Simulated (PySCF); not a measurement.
H₂Al (SMILES [AlH2+]), charge +1, singlet, at a GFN2-xTB geometry (such geometries of metal compounds can be far from the true shape), with bond 3-1 at 1.3 times its length. Base run: TPSS/6-311G** (PySCF).

The PySCF input:
```python
from pyscf import gto, scf, dft

mol = gto.Mole()
mol.atom = '''
    Al    0.00000000    0.00000000    0.00000000
    H    -0.00000000   -0.00000000   -1.52459071
    H     0.00000000    0.00000000    1.98196792
'''
mol.basis = '6-311g**'
mol.charge = 1
mol.verbose = 4
mol.build()

mf = dft.RKS(mol)
mf.xc = 'tpss'
mf.kernel()
mf.analyze()
```

Each row names what was changed in the base input (with any setting that the change needs).

```tsv
change	ΔE vs base (mEh)	SCF cycles
base	0.000	8
DIIS = ADIIS	0.000	13
init_guess = 1e	0.000	12
conv_tol = 1e-11	0.000	9
level_shift = 0.1 (with mf.max_cycle = 100)	0.000	9
init_guess = atom	0.000	8
solver = newton	0.000	-
conv_tol_grad = 1e-7	0.000	9
init_guess = vsap	0.000	8
diis_space = 12	0.000	8
damp = 0.5; diis_start_cycle = 5	0.000	9
conv_tol = 1e-7	0.000	7
solver = newton; init_guess = 1e	0.000	-
```
